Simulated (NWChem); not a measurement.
System: InI$_{2}$F; SMILES [F][In]([I])[I]

NWChem input:

```
start job
memory heap 200 mb stack 900 mb global 1100 mb
geometry units angstroms noautoz
  In     0.000000     0.000000     0.662159
  F      0.000000     0.000000     2.612724
  I     -2.355164     0.000000    -0.536004
  I      2.355164     0.000000    -0.536004
end
basis spherical
  * library def2-svp
end
ecp
  In library def2-ecp
  I library def2-ecp
end
dft
  xc hfexch
  iterations 150
end
tddft
  nroots 8
  notriplet
end
task tddft energy
```

All runs use the structure optimised with PBE0/def2-SVP. def2 effective core potentials on In, I; no spin-orbit coupling.

Vertical excitations in the gas phase.

Q: Give the results of this calculation. (Hartree-Fock/def2-SVP with def2 effective core potentials on In, I, TDHF.) Quantities: lowest excitation, singlet (eV); lowest state with f > 0.02, singlet (eV); orbital gap (eV).

A: 
| Property | Value |
|---|---|
| lowest excitation, singlet (eV) | 5.21 |
| lowest state with f > 0.02, singlet (eV) | 5.21 |
| orbital gap (eV) | 10.74 |
